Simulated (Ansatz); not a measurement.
Computed with Ansatz on PBE0-D4/def2-TZVP structures; ΔE is electronic, products minus reactants. CCSD(T)/CBS adds triple-zeta CCSD(T) − MP2 to the extrapolated MP2 energy (def2 sets, frozen cores). This one scheme is used for every species. Functionals use def2-TZVPP. For Ge outer-core shells are correlated without core-valence functions, which leaves a few kJ/mol of doubt a bond. Scalar relativity is left out up to krypton.

Reaction (ligand exchange at a Ge–Cl bond): `[Cl][GeH]` + `CNC` → `C[N](C)[GeH]` + HCl

```
             level  ΔE (kcal/mol)  difference from CCSD(T)/CBS
         r2SCAN-D4            6.6                          1.3
            B97M-V            8.3                          3.0
        r2SCANh-D4            7.1                          1.8
        r2SCAN0-D4            8.0                          2.7
          BHLYP-D4            9.5                          4.2
            B2PLYP            7.3                          2.0
               PBE            7.9                          2.6
           r2SCANh            7.5                          2.2
         CAM-B3LYP            8.8                          3.5
RPA@PBE/def2-TZVPP            4.0                         -1.3
     CCSD/def2-SVP            4.5                         -0.8
     HF/def2-TZVPP           14.6                          9.3
CCSD(T)/def2-TZVPP            4.4                         -0.9
    MP2/def2-QZVPP            3.8                         -1.5
      HF/CBS(def2)           14.7                          9.4
    CCSD/CBS(def2)            6.9                          1.6
       CCSD(T)/CBS            5.3                            0
```

What do rigid-rotor, harmonic-oscillator terms from PBE0-D4/def2-TZVP frequencies (298.15 K, 1 bar) make of the CCSD(T)/CBS value? (Estimate.)

Ansatz gave: ΔZPE = -2.2 kcal/mol, ΔH = +3.4 kcal/mol, ΔS = -30 J/(mol·K), ΔG = +5.5 kcal/mol.

Largest T1 diagnostic among the species: 0.016.

From r2SCAN to r2SCAN0 (25 % exact exchange), in def2-TZVPP and without D4, ΔE moves by +1.5 kcal/mol. The D4 term adds −2.3 kcal/mol with B3LYP and −1.2 kcal/mol with PBE0; it sums over pairs of atoms, weighted by their polarisabilities, and B3LYP, whose exchange is more repulsive, gets the larger term.

B3LYP here is the variant with VWN-RPA as its local correlation; programs differ in this.
